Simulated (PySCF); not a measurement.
## One molecule, many functionals

Compound: germanium monosulfide, GeS.
SMILES: `[S+]#[Ge-]`

Linear-response calculations in the def2-SVPD basis (PySCF; singlets by full response, triplets Tamm–Dancoff, core orbitals frozen in the response; HF means time-dependent Hartree–Fock). 'Strongest' is the level of largest summed f among the singlets computed (10 roots, of which the last may lack a degenerate partner); it can jump between rows when another state enters that window. S1 is the lowest singlet of each run and needn't be the same state throughout; f(S1) is that of one state. Isolated species at its PBE0-D3(BJ)/def2-SVP geometry, gas phase. Relativistic effects, spin–orbit coupling among them, are left out although an element past zinc is present.

| functional | kind | S1 (eV) | f(S1) | strongest (eV) | T1 (eV) | HOMO (eV) | gap (eV) | ionisation energy, ΔSCF (eV) |
| --- | --- | --- | --- | --- | --- | --- | --- | --- |
| LDA | LDA | 3.80 | 0.000 | 7.40 | 3.20 | -7.10 | 3.75 | 10.56 |
| PBE | GGA | 3.83 | 0.000 | 7.30 | 3.08 | -6.96 | 3.79 | 10.33 |
| B3LYP | global hybrid, 20% exact exchange | 3.77 | 0.000 | 7.43 | 3.09 | -7.78 | 5.15 | 10.30 |
| PBE0 | global hybrid, 25% exact exchange | 3.86 | 0.000 | 7.68 | 3.08 | -8.04 | 5.60 | 10.28 |
| BHandHLYP | global hybrid, 50% exact exchange | 3.81 | 0.000 | 7.47 | 3.12 | -8.88 | 7.27 | 10.03 |
| CAM-B3LYP | range-separated hybrid | 3.76 | 0.000 | 7.40 | 3.12 | -9.22 | 7.81 | 10.22 |
| wB97X-D | range-separated hybrid | 3.82 | 0.000 | 7.52 | 3.31 | -9.81 | 9.05 | 10.28 |
| LC-wPBE | range-separated hybrid | 3.88 | 0.000 | 7.83 | 3.16 | -10.57 | 10.17 | 10.19 |
| HF | Hartree–Fock | 3.97 | 0.000 | 7.73 | 3.00 | -10.30 | 10.77 | not settled |

S1 runs from 3.76 eV (CAM-B3LYP) to 3.97 eV (HF), a spread of 0.21 eV, while the orbital gap spreads over 7.0 eV. −ε(HOMO) comes closest to its own ΔSCF ionisation energy with LC-wPBE (+0.37 eV) and misses most with LDA (-3.46 eV). 'Not settled' means that the ion's SCF failed to converge or may have ended in another state than the lowest.
